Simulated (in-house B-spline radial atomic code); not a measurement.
Configurations of Nb, with energies counted from [Kr] 4d4 5s1. All numbers are computed (scalar-relativistic (X2C) AM05, spin-polarised, spherical fractional occupations; Fermi nucleus of rms radius 4.324 fm) with a radial B-spline atomic code at the basis-set limit, not measured. Shells without spins written out take the highest spin.

Occupations are held fixed; configurations that lie above the ionisation limit could autoionise.

```json
{"configuration": "[Kr] 4d(1 up, 3 down) 5s(1 up, 0 down)", "E - E(ref) (eV)": "2.7141", "highest orbital": "4d up", "its <r> (bohr)": "2.336"}
{"configuration": "[Kr] 4d3 5s1 6p1", "E - E(ref) (eV)": "5.9683", "highest orbital": "6p up", "its <r> (bohr)": "11.26"}
{"configuration": "[Ar] 3d10 4s2 4p5 4d4 5s1 6s1", "E - E(ref) (eV)": "35.089", "highest orbital": "6s up", "its <r> (bohr)": "8.812"}
{"configuration": "[Ar] 3d10 4s2 4p5 4d4 5s1 5f1", "E - E(ref) (eV)": "36.891", "highest orbital": "5f up", "its <r> (bohr)": "28.02"}
{"configuration": "[Ar] 3d9 4s2 4p6 4d4 5s2", "E - E(ref) (eV)": "202.86", "highest orbital": "5s down", "its <r> (bohr)": "3.691"}
{"configuration": "[Ar] 3d9 4s2 4p6 4d4 5s1 6s1", "E - E(ref) (eV)": "206.96", "highest orbital": "6s up", "its <r> (bohr)": "8.777"}
{"configuration": "[Ar] 3d(4 up, 5 down) 4s2 4p6 4d(1 up, 3 down) 5s(0 up, 1 down) 5f(1 up, 0 down)", "E - E(ref) (eV)": "211.24", "highest orbital": "5f up", "its <r> (bohr)": "28.11"}
```

(1) Order these further configurations by energy, lowest first.
A. [Kr] 4d3 5s1 5d1
B. [Kr] 4d(2 up, 1 down) 5s(1 up, 0 down) 6f(1 up, 0 down)
C. [Kr] 4d4 6s1
D. [Kr] 4d(0 up, 3 down) 5s(0 up, 1 down) 6d(0 up, 1 down)
E. [Kr] 4d(2 up, 2 down) 6f(0 up, 1 down)

(2) How far above the reference does [Ar] 3d10 4s2 4p5 4d5 5s1 lie?

(3) How far above the reference does [Kr] 4d4 6d1 lie?

Answers

(1) C (4.8347 eV), A (6.1523 eV), D (6.7416 eV), B (9.0236 eV), E (9.2183 eV).

(2) 28.649 eV; its least bound orbital is 5s up with <r> = 3.513 bohr.

(3) 6.1989 eV; its least bound orbital is 6d up with <r> = 19.79 bohr.
